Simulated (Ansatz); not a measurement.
Frontier orbitals of `[SiH3]B1C[SiH2]1`.

```xyz
11

Si    0.679   -0.249   -1.877
B    -0.001    0.418   -0.134
C    -1.275    0.280    0.619
Si    0.441    0.170    1.702
H     1.635   -1.373   -1.667
H    -0.392   -0.716   -2.801
H     1.423    0.850   -2.556
H    -1.620    0.972    1.394
H    -2.090   -0.363    0.291
H     0.152    1.100    2.817
H     1.047   -1.089    2.211
```

The species carries charge 0 and has multiplicity 1. All single points use the PBE0-D4/def2-TZVP geometry. Basis def2-TZVPP, Ansatz.

```json
{"functional": "LDA (SPW92)", "HOMO (eV)": "-6.01", "LUMO (eV)": "-2.94", "gap (eV)": "3.07"}
{"functional": "PBE", "HOMO (eV)": "-5.90", "LUMO (eV)": "-2.76", "gap (eV)": "3.14"}
{"functional": "r2SCAN", "HOMO (eV)": "-6.06", "LUMO (eV)": "-2.58", "gap (eV)": "3.48"}
{"functional": "PBE0", "HOMO (eV)": "-6.88", "LUMO (eV)": "-1.87", "gap (eV)": "5.01"}
{"functional": "CAM-B3LYP", "HOMO (eV)": "-8.08", "LUMO (eV)": "-0.71", "gap (eV)": "7.37"}
{"functional": "ωB97M-V", "HOMO (eV)": "-8.90", "LUMO (eV)": "0.08", "gap (eV)": "8.98"}
{"functional": "HF", "HOMO (eV)": "-8.98", "LUMO (eV)": "1.58", "gap (eV)": "10.56"}
```

From PBE to PBE0 the HOMO moves by −0.98 eV and the LUMO by +0.89 eV, and with ωB97M-V by −3.00 and +2.85 eV, so the gap grows from 3.13 to 8.98 eV with exact exchange. A positive LUMO is unbound and depends on the basis.
